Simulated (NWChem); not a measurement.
System: C3H4FNSi; SMILES N#C/C=C\[SiH2]F

NWChem input:

```
start job
memory heap 200 mb stack 900 mb global 1100 mb
geometry units angstroms noautosym nocenter noautoz
  N      1.007326     2.753546     0.000000
  C      0.049481     2.091869     0.000000
  C     -1.125022     1.271570     0.000000
  C     -1.069092    -0.073471     0.000000
  Si     0.498775    -1.110994     0.000000
  F      0.009072    -2.650917     0.000000
  H     -2.071326     1.809838     0.000000
  H     -2.024255    -0.600253     0.000000
  H      1.298337    -0.858078    -1.222223
  H      1.298337    -0.858078     1.222223
end
basis spherical
  * library def2-svp
end
dft
  xc b3lyp
  iterations 150
  mulliken
end
task dft energy
esp
  recalculate
  probe 0.07
  range 0.3
  factor 1.0
  spacing 0.02
end
task esp
```

NWChem printed, in part:

```
             Northwest Computational Chemistry Package (NWChem) 7.3.0
             --------------------------------------------------------

                             Geometry "geometry" -> ""
                             -------------------------

 Output coordinates in angstroms (scale by  1.889725989 to convert to a.u.)

  No.       Tag          Charge          X              Y              Z
 ---- ---------------- ---------- -------------- -------------- --------------
    1 N                    7.0000     1.00732600     2.75354600     0.00000000
    2 C                    6.0000     0.04948100     2.09186900     0.00000000
    3 C                    6.0000    -1.12502200     1.27157000     0.00000000
    4 C                    6.0000    -1.06909200    -0.07347100     0.00000000
    5 Si                  14.0000     0.49877500    -1.11099400     0.00000000
    6 F                    9.0000     0.00907200    -2.65091700     0.00000000
    7 H                    1.0000    -2.07132600     1.80983800     0.00000000
    8 H                    1.0000    -2.02425500    -0.60025300     0.00000000
    9 H                    1.0000     1.29833700    -0.85807800    -1.22222300
   10 H                    1.0000     1.29833700    -0.85807800     1.22222300

 Effective nuclear repulsion energy (a.u.)     249.2292039619

                                 NWChem DFT Module
                                 -----------------

 Summary of "ao basis" -> "ao basis" (spherical)
 ------------------------------------------------------------------------------
       Tag                 Description            Shells   Functions and Types
 ---------------- ------------------------------  ------  ---------------------
 N                          def2-svp                 6       14   3s2p1d
 C                          def2-svp                 6       14   3s2p1d
 Si                         def2-svp                 8       18   4s3p1d
 F                          def2-svp                 6       14   3s2p1d
 H                          def2-svp                 3        5   2s1p

            General Information
            -------------------
          SCF calculation type: DFT
          Wavefunction type:  closed shell.
          No. of atoms     :    10
          No. of electrons :    52
           Alpha electrons :    26
            Beta electrons :    26
          Charge           :     0
          Spin multiplicity:     1
          Use of symmetry is: off; symmetry adaption is: off
          Maximum number of iterations: 150
          AO basis - number of functions:   108
                     number of shells:    50
          Convergence on energy requested:  1.00D-06
          Convergence on density requested:  1.00D-05
          Convergence on gradient requested:  5.00D-04

              XC Information
              --------------
                         B3LYP Method XC Potential
                     Hartree-Fock (Exact) Exchange  0.200
                        Slater Exchange Functional  0.800 local
                    Becke 1988 Exchange Functional  0.720 non-local
              Lee-Yang-Parr Correlation Functional  0.810
                  VWN I RPA Correlation Functional  0.190 local

             Grid Information
             ----------------
          Grid used for XC integration:  medium
          Radial quadrature: Mura-Knowles
          Angular quadrature: Lebedev.
          Tag              B.-S. Rad. Rad. Pts. Rad. Cut. Ang. Pts.
          ---              ---------- --------- --------- ---------
          N                   0.65       49          11.0       434
          C                   0.70       49          10.0       434
          Si                  1.10       88          11.0       590
          F                   0.50       49          12.0       434
          H                   0.35       45          11.0       434
          Grid pruning is: on
          Number of quadrature shells:   513
          Spatial weights used:  Erf1

      Superposition of Atomic Density Guess
      -------------------------------------

 Sum of atomic energies:        -557.14678492

      Non-variational initial energy
      ------------------------------

 Total energy =    -559.676680
 1-e energy   =   -1261.677924
 2-e energy   =     452.772040
 HOMO         =      -0.327011
 LUMO         =      -0.067617

     ---------------------------------------------
      Total Density - Mulliken Population Analysis
     ---------------------------------------------

    Atom       Charge   Shell Charges
 -----------   ------   -------------------------------------------------------
    1 N    7     7.54   1.99  1.13  0.57  2.37  1.45  0.03
    2 C    6     5.65   1.99  0.99  0.23  1.66  0.73  0.06
    3 C    6     6.02   1.99  0.95  0.23  1.90  0.92  0.03
    4 C    6     6.28   1.99  0.99  0.33  1.93  1.03  0.02
    5 Si  14    12.99   2.00  1.99  0.94  0.24  5.93  0.97  0.70  0.21
    6 F    9     9.57   1.99  1.14  0.78  3.52  2.13  0.00
    7 H    1     0.88   0.66  0.20  0.02
    8 H    1     0.89   0.66  0.20  0.03
    9 H    1     1.09   0.70  0.38  0.01
   10 H    1     1.09   0.70  0.38  0.01

   convergence    iter        energy       DeltaE   RMS-Dens  Diis-err
 ---------------- ----- ----------------- --------- --------- ---------
 d= 0,ls=0.0,diis     1   -560.4179218428 -8.10D+02  1.75D-02  9.91D-01
 d= 0,ls=0.0,diis     2   -560.1021159524  3.16D-01  1.15D-02  3.89D+00
 d= 0,ls=0.0,diis     3   -560.5352976431 -4.33D-01  2.54D-03  1.15D-01
 d= 0,ls=0.0,diis     4   -560.5436966744 -8.40D-03  1.28D-03  4.55D-02
 d= 0,ls=0.0,diis     5   -560.5478849384 -4.19D-03  2.38D-04  8.82D-04
  Resetting Diis
 d= 0,ls=0.0,diis     6   -560.5479790322 -9.41D-05  4.88D-05  1.64D-05
 d= 0,ls=0.0,diis     7   -560.5479812359 -2.20D-06  2.29D-05  1.78D-06
 d= 0,ls=0.0,diis     8   -560.5479808725  3.63D-07  1.34D-05  4.85D-06
 d= 0,ls=0.0,diis     9   -560.5479814193 -5.47D-07  3.51D-06  4.12D-07

         Total DFT energy =     -560.547981419292
      One electron energy =    -1265.132328478096
           Coulomb energy =      511.359011422650
    Exchange-Corr. energy =      -56.003868325751
 Nuclear repulsion energy =      249.229203961905

 Numeric. integr. density =       52.000001735412

                       DFT Final Molecular Orbital Analysis
                       ------------------------------------

 Vector   24  Occ=2.000000D+00  E=-3.579626D-01
              MO Center=  8.2D-01, -7.1D-01,  2.8D-08, r^2= 3.8D+00
   Bfn.  Coefficient  Atom+Function         Bfn.  Coefficient  Atom+Function
  ----- ------------  ---------------      ----- ------------  ---------------
    80      0.288537   6 F  pz               99     -0.289847   9 H  s
   104      0.289847  10 H  s                66      0.250246   5 Si pz
    83     -0.208057   6 F  pz              100     -0.193293   9 H  s
   105      0.193293  10 H  s                 6      0.164792   1 N  pz
    20     -0.160458   2 C  pz               63     -0.134700   5 Si pz

 Vector   25  Occ=2.000000D+00  E=-3.463136D-01
              MO Center=  2.6D-03,  9.8D-01, -6.5D-09, r^2= 4.8D+00
   Bfn.  Coefficient  Atom+Function         Bfn.  Coefficient  Atom+Function
  ----- ------------  ---------------      ----- ------------  ---------------
     5      0.297377   1 N  py               46      0.224331   4 C  px
    18      0.217487   2 C  px               89      0.195056   7 H  s
    64     -0.177606   5 Si px                8     -0.168531   1 N  py
    19     -0.167369   2 C  py               47     -0.168028   4 C  py
    78     -0.165909   6 F  px               45      0.135200   4 C  s

 Vector   26  Occ=2.000000D+00  E=-3.025418D-01
              MO Center= -3.2D-01,  1.0D+00,  2.1D-09, r^2= 3.6D+00
   Bfn.  Coefficient  Atom+Function         Bfn.  Coefficient  Atom+Function
  ----- ------------  ---------------      ----- ------------  ---------------
    48      0.344813   4 C  pz               34      0.321864   3 C  pz
     6      0.307708   1 N  pz               51      0.234048   4 C  pz
    37      0.226127   3 C  pz                9     -0.194100   1 N  pz
    20     -0.167725   2 C  pz               23     -0.120655   2 C  pz
    99      0.115244   9 H  s               104     -0.115244  10 H  s

 Vector   27  Occ=0.000000D+00  E=-8.551769D-02
              MO Center= -5.5D-01,  8.1D-01,  1.6D-09, r^2= 3.5D+00
   Bfn.  Coefficient  Atom+Function         Bfn.  Coefficient  Atom+Function
  ----- ------------  ---------------      ----- ------------  ---------------
    51      0.482797   4 C  pz               37     -0.428429   3 C  pz
    48      0.384015   4 C  pz               34     -0.339700   3 C  pz
     6     -0.272162   1 N  pz                9      0.257114   1 N  pz
    69      0.192816   5 Si pz              100      0.191983   9 H  s
   105     -0.191983  10 H  s                20     -0.153873   2 C  pz

 Vector   28  Occ=0.000000D+00  E=-1.218025D-02
              MO Center=  9.7D-02,  4.9D-01, -1.1D-09, r^2= 5.7D+00
   Bfn.  Coefficient  Atom+Function         Bfn.  Coefficient  Atom+Function
  ----- ------------  ---------------      ----- ------------  ---------------
    45      0.807534   4 C  s                68     -0.690263   5 Si py
    90     -0.536501   7 H  s                95     -0.484213   8 H  s
    17     -0.323777   2 C  s                36      0.299982   3 C  py
     8     -0.294921   1 N  py               77     -0.265383   6 F  s
     5      0.264003   1 N  py               31      0.256290   3 C  s

 Vector   29  Occ=0.000000D+00  E= 2.819606D-02
              MO Center=  2.0D-01,  5.3D-01,  4.8D-10, r^2= 6.2D+00
   Bfn.  Coefficient  Atom+Function         Bfn.  Coefficient  Atom+Function
  ----- ------------  ---------------      ----- ------------  ---------------
    68      0.778872   5 Si py               22      0.545323   2 C  py
    45      0.431695   4 C  s                 3     -0.413715   1 N  s
    36      0.385582   3 C  py               77      0.375193   6 F  s
    95     -0.343307   8 H  s                90     -0.335668   7 H  s
     7      0.318850   1 N  px               19      0.303764   2 C  py

     ---------------------------------------------
      Total Density - Mulliken Population Analysis
     ---------------------------------------------

    Atom       Charge   Shell Charges
 -----------   ------   -------------------------------------------------------
    1 N    7     6.96   1.99  1.10  0.49  2.21  1.14  0.03
    2 C    6     6.14   1.99  0.96  0.19  2.05  0.90  0.05
    3 C    6     6.03   1.99  0.92  0.21  2.09  0.79  0.04
    4 C    6     6.19   1.99  0.93  0.31  2.06  0.88  0.02
    5 Si  14    13.27   2.00  1.98  1.03  0.13  5.93  1.24  0.65  0.31
    6 F    9     9.34   1.99  1.12  0.80  3.36  2.06  0.00
    7 H    1     0.94   0.74  0.18  0.02
    8 H    1     0.95   0.74  0.18  0.02
    9 H    1     1.09   0.75  0.33  0.01
   10 H    1     1.09   0.75  0.33  0.01

     -------------------------------------------
      Total Density - Lowdin Population Analysis
     -------------------------------------------

    Atom       Charge   Shell Charges
 -----------   ------   -------------------------------------------------------
    1 N    7     7.05   1.98  0.87  0.59  2.07  1.50  0.05
    2 C    6     6.04   1.97  0.64  0.30  1.87  1.15  0.11
    3 C    6     6.05   1.97  0.60  0.30  1.90  1.19  0.10
    4 C    6     6.15   1.97  0.64  0.34  1.88  1.27  0.06
    5 Si  14    13.40   2.00  1.93  0.64  0.33  5.81  1.25  0.94  0.50
    6 F    9     9.21   1.98  1.01  0.77  3.23  2.22  0.01
    7 H    1     0.95   0.63  0.25  0.07
    8 H    1     0.96   0.63  0.26  0.07
    9 H    1     1.10   0.65  0.42  0.02
   10 H    1     1.10   0.65  0.42  0.02

     Multipole analysis of the density
     ---------------------------------

     L   x y z        total         alpha         beta         nuclear
     -   - - -        -----         -----         ----         -------
     0   0 0 0     -0.000000    -26.000000    -26.000000     52.000000

     1   1 0 0     -0.972899     -0.249360     -0.249360     -0.474179
     1   0 1 0     -0.347320      0.680600      0.680600     -1.708520
     1   0 0 1     -0.000000     -0.000000     -0.000000      0.000000

     2   2 0 0    -29.408366    -80.433894    -80.433894    131.459421
     2   1 1 0     -5.072752     -1.088130     -1.088130     -2.896492
     2   1 0 1     -0.000000     -0.000000     -0.000000      0.000000
     2   0 2 0    -39.231904   -331.545389   -331.545389    623.858874
     2   0 1 1      0.000000      0.000000      0.000000      0.000000
     2   0 0 2    -31.267710    -20.968415    -20.968415     10.669119

                     NWChem Electrostatic Potential Fit Module
                     -----------------------------------------

 Atom parameters

 Number of atoms is                                   10
 Number of basis functions is                        108

 Grid parameters

 Maximum number of grid points is                  43481
 Number of grid points is                          43480
 Grid range                                     0.300000 nm
 Grid spacing                                   0.020000 nm
 Probe radius                                   0.070000 nm
 Atom radius factor                             1.000000

 Atomic radii

    1    0.100000
    6    0.147000
    7    0.140000
    9    0.128000
   14    0.187000
 FASTESP  F
  using M.O. file = ./job.movecs

    Atom              Coordinates                           Charge

                                                  ESP

    1 N     0.100733    0.275355    0.000000   -0.441901
    2 C     0.004948    0.209187    0.000000    0.409732
    3 C    -0.112502    0.127157    0.000000   -0.212390
    4 C    -0.106909   -0.007347    0.000000   -0.238485
    5 Si    0.049878   -0.111099    0.000000    0.788591
    6 F     0.000907   -0.265092    0.000000   -0.333833
    7 H    -0.207133    0.180984    0.000000    0.156246
    8 H    -0.202426   -0.060025    0.000000    0.146323
    9 H     0.129834   -0.085808   -0.122222   -0.136812
   10 H     0.129834   -0.085808    0.122222   -0.137471
                                            ------------
                                                0.000000

 Dipole moment                                  1.029570

 Quadrupole moment Qxx                         12.009698
                   Qyy                        -19.085772
                   Qzz                          7.076073

 RMS deviation kJ/mol                           0.054745

 RRMS %                                        23.040050
```

Level: B3LYP/def2-SVP. All runs use the structure optimised with B3LYP/6-31G* (spherical d).
